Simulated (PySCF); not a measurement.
B(H)(Me)(Et), SMILES CBCC (C3H9B), PBE0/def2-SVP optimised geometry.

```
13

B      0.41     0.56     0.00
H     -0.16     1.64     0.00
C      1.97     0.56     0.00
H      2.45    -0.44     0.01
H      2.34     1.14     0.86
H      2.34     1.12    -0.88
C     -0.44    -0.76    -0.01
C     -1.95    -0.65     0.02
H     -0.06    -1.39     0.82
H     -0.10    -1.33    -0.91
H     -2.33    -0.08    -0.83
H     -2.30    -0.13     0.93
H     -2.45    -1.64     0.00
```

Density from PBE0/def2-TZVP in PySCF at that geometry.

Minimum of the electron density along straight lines between bonded atoms, close to the bond critical point (lines longer than 1.1 times the sum of covalent radii, or with two minima, are not listed):

| bond | length / Å | ρ at the minimum / e bohr⁻³ | ∇²ρ there / e bohr⁻⁵ | position (fraction from the first atom) |
|---|---|---|---|---|
| B1–H2 | 1.219 | 0.176 | -0.36 | 0.43 |
| B1–C3 | 1.566 | 0.188 | … | 0.33 |
| C3–H4 | 1.100 | 0.269 | -0.89 | 0.64 |
| C3–H5 | 1.105 | 0.261 | -0.84 | 0.64 |
| C3–H6 | 1.105 | 0.261 | -0.84 | 0.64 |
| B1–C7 | 1.567 | 0.190 | … | 0.33 |
| C7–C8 | 1.523 | 0.245 | … | 0.50 |
| C7–H9 | 1.109 | 0.261 | -0.84 | 0.64 |
| C7–H10 | 1.110 | 0.260 | -0.83 | 0.64 |
| C8–H11 | 1.101 | 0.271 | -0.91 | 0.64 |
| C8–H12 | 1.101 | 0.271 | -0.91 | 0.64 |
| C8–H13 | 1.102 | 0.271 | -0.91 | 0.64 |

Task: Some entries are withheld; supply them.

Result: 
- B1–C3, ∇²ρ there / e bohr⁻⁵: -0.28
- B1–C7, ∇²ρ there / e bohr⁻⁵: -0.30
- C7–C8, ∇²ρ there / e bohr⁻⁵: -0.61
